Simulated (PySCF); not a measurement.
**Removing the step error of a finite difference**

System: CH₄Zn, singlet, geometry from GFN2-xTB (such geometries of metal compounds can be far from the true shape). Level: PySCF with PBE0/6-31G, polarisability. Sums are taken with unrounded values, so a last digit can differ.

Second differences of the energy in a field along z gave a polarisability along z of 28.785 bohr³ at step 0.005 and 28.887 bohr³ at step 0.02 (atomic units).

Problem. Extrapolate to zero step.

Solution. The leading error of a symmetric difference goes as h², so A(h) = A0 + c h². Then c = (28.887 - (28.785))/(0.02² - 0.005²) = 272 (atomic units) and A0 = 28.785 - c × 0.005² = 28.778 bohr³. The analytic value from the same program and level is 28.778 bohr³: the smaller step missed it by 0.007, the extrapolation by 0.000.
